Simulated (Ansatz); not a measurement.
# Abstraction of H: NaOH + Si(CH3)F2 → NaO + SiH(CH3)F2

Gas-phase species: NaOH `[OH][Na]`, singlet; Si(CH3)F2, doublet; NaO, doublet; SiH(CH3)F2, singlet. A radical takes H: the energy is the difference in strength between the O–H bond broken and the Si–H bond made.

Shapes, held fixed at every level: PBE0-D4/def2-TZVP. Programs: Ansatz 0.2.0. The zero-point and thermal change to 298 K, harmonic and unscaled (PBE0-D4/def2-TZVP), is -4.8 kJ/mol.

Problem. Estimate ΔH(298 K) of this reaction.

Solution. The highest level, CCSD(T)/def2-TZVPP, gives ΔH(298 K) = +77.7 kJ/mol; the levels span +3.2 to +134.6. The column of differences is taken from that level and isn't an error. No measured value is set beside it here. Open shells run unrestricted. Outer-core shells of Na are correlated, in sets that cover them unevenly. Sets without diffuse functions underbind ionic bonds of s-block metals.

```csv
level,kind,ΔH(298 K) (kJ/mol),less CCSD(T)/def2-TZVPP
MP2/def2-SVP,perturbation theory,+92.9,+15.2
HF/def2-SVP,Hartree–Fock,+3.2,-74.5
HF/def2-TZVPP,Hartree–Fock,+8.5,-69.2
SPW92/def2-TZVPP,LDA,+134.6,+56.9
BHLYP-D4/def2-TZVPP,global hybrid,+52.3,-25.4
r2SCAN0-D4/def2-TZVPP,global hybrid,+75.9,-1.8
CCSD/def2-SVP,coupled cluster or CI,+61.9,-15.8
CCSD(T)/def2-TZVPP,coupled cluster or CI,+77.7,0.0
```
